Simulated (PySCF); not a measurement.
C₇H₁₃BO₂.
Numbering: `[CH3:1][C@@H:2]1[CH2:3][C:4]2([CH2:5][CH2:6]2)[C@@H:7]1[B:8]([OH:9])[OH:10]` (hydrogens: H11, H12, H13 on C1; H14 on C2; H15, H16 on C3; H17, H18 on C5; H19, H20 on C6; H21 on C7; H22 on O9; H23 on O10)

Cartesian coordinates in Å at the PBE0-D3(BJ)/def2-SVP level; atoms count from 1:
```
atom  x, y, z in Å
C1    -1.9651   -0.9501    0.5380
C2    -1.0091   -0.5526   -0.5721
C3     0.2429   -1.4575   -0.6615
C4     1.0215   -0.3859    0.0913
C5     1.7231   -0.6041    1.3957
C6     2.4972   -0.1920    0.1734
C7    -0.0694    0.6469   -0.2072
B8    -0.5723    1.7286    0.8235
O9     0.1386    2.0219    1.9453
O10   -1.7366    2.4226    0.6244
H11   -2.7430   -0.1870    0.6992
H12   -2.4680   -1.9029    0.3097
H13   -1.4240   -1.0745    1.4902
H14   -1.5596   -0.4353   -1.5204
H15    0.5950   -1.5827   -1.6980
H16    0.1659   -2.4501   -0.1883
H17    1.5797    0.1380    2.1835
H18    1.8257   -1.6375    1.7416
H19    3.1409   -0.9316   -0.3128
H20    2.8756    0.8340    0.1353
H21    0.1975    1.1776   -1.1421
H22   -0.2940    2.7143    2.4590
H23   -2.1907    2.1627   -0.1819
```

Level: PBE0/pcSseg-1 in PySCF, non-relativistic, on one gas-phase PBE0-D3(BJ)/def2-SVP geometry that isn't relaxed in the solvent. The solvent is an IEF-PCM continuum (Bondi radii, 1.10 Å for H, scaled by 1.2). The model holds no explicit solvent molecules, cavitation or dispersion.

```
run  E − E(gas) (kcal/mol)  HOMO (eV)  HOMO–LUMO gap (eV)  dipole (D)
gas                   0.00      -7.34                8.21        1.59
  P                  -5.24      -7.33                8.48        2.12
  Q                  -5.46      -7.33                8.49        2.15
```

Task: The runs were made in dichloromethane and tetrahydrofuran. Which run belongs to which solvent?

Result: P = tetrahydrofuran, Q = dichloromethane. The dielectric constants are 7.426 (tetrahydrofuran), 8.93 (dichloromethane), and the energy falls further as ε rises. In this model the ground state sees the solvent through ε alone.

Task: How constant is the ratio of the lowering to (ε − 1)/(2ε + 1)?

Result: 
| solvent | (ε − 1)/(2ε + 1) | E − E(gas) (kcal/mol) | ratio (kcal/mol) | polarisation term (kcal/mol) |
| --- | --- | --- | --- | --- |
| tetrahydrofuran | 0.405 | -5.24 | -12.9 | -5.65 |
| dichloromethane | 0.420 | -5.46 | -13.0 | -5.91 |

The ratio changes by +0.5 % in size from tetrahydrofuran to dichloromethane. The polarisation term is half the interaction of the solute with the induced surface charges.

The run took about 1.8 min of CPU time (one thread, shared machine). This is the whole shielding run at PBE0/pcSseg-1 in dichloromethane, SCF included.
